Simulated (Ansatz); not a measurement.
ClH₃SiZn, SMILES `[SiH3][Zn][Cl]`. Total charge 0; spin multiplicity 1.

```xyz
6

Si   -0.6219   -0.1949    0.5819
Zn    1.0514    0.3290   -0.9823
Cl    2.5577    0.8010   -2.3922
H    -0.8654    0.9550    1.4940
H    -1.8986   -0.5226   -0.1079
H    -0.2232   -1.3674    1.4064
```

(1) What are the harmonic wavenumbers in cm⁻¹ at PBE0-D4/def2-TZVP (Ansatz, finite differences of forces, unscaled)? (An estimate is asked.)

(2) Is this a minimum?

(3) Give the ideal-gas thermochemistry at 298.15 K and 1 bar (rigid rotor, harmonic oscillator; point group C3v, symmetry number 3).

Answers

(1) Ansatz gave: 87, 87, 294, 443, 461, 461, 854, 939, 939, 2213, 2225, 2225.

(2) Yes, all 12 modes are real.

(3) Zero-point energy 67.2 kJ/mol; H(298) − E = 84.7 kJ/mol; entropy 313.8 J/(mol·K), of which translation 169.7, rotation 95.2, vibration 48.8; G(298) − E = -8.9 kJ/mol. Modes under 100 cm⁻¹ are hindered rotations or soft bends, so the harmonic entropy is rough.
